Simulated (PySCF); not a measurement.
Ti(H)3(OSiH3) (H6OSiTi), SMILES [TiH3][O][SiH3], multiplicity 1.

Geometry: B3LYP-D3(BJ)/def2-SVP. The geometry has at least one imaginary mode, so it is a saddle point at that level. The multiplicity is an assumed one; no other spin state was optimised. The structure was generated by enumeration; whether it is a known compound was not checked.

Computed with B3LYP-D3(BJ)/def2-SVP in PySCF.

Frequencies are harmonic and unscaled.

Modes within 1.5 cm⁻¹ of each other (mostly degenerate sets) share a row, with their intensities summed.

Task: Estimate the vibrational spectrum. (Estimate from the structure and the level; the computed values follow.)

Result: 
```tsv
mode	ν (cm⁻¹)	IR (km/mol)	moving atoms (share of kinetic energy)
1	53i	0.0	H 100 %
2–3	75	1.0	O 67 %, H 23 %
4–5	427	64.2	H 84 %, Ti 8 %
6	449	8.8	Si 41 %, H 31 %, Ti 26 %
7–8	612	137.7	H 99 %
9	633	91.7	H 71 %, Ti 16 %, Si 11 %
10–11	719	93.4	H 84 %, Si 8 %
12–13	954	154.3	H 96 %
14	962	1043.1	H 70 %, Si 17 %, O 12 %
15	1074	396.3	O 67 %, H 23 %, Ti 8 %
16–17	1705	734.8	H 97 %
18	1749	132.0	H 99 %
19	2246	71.8	H 99 %
20–21	2250	242.8	H 96 %
```
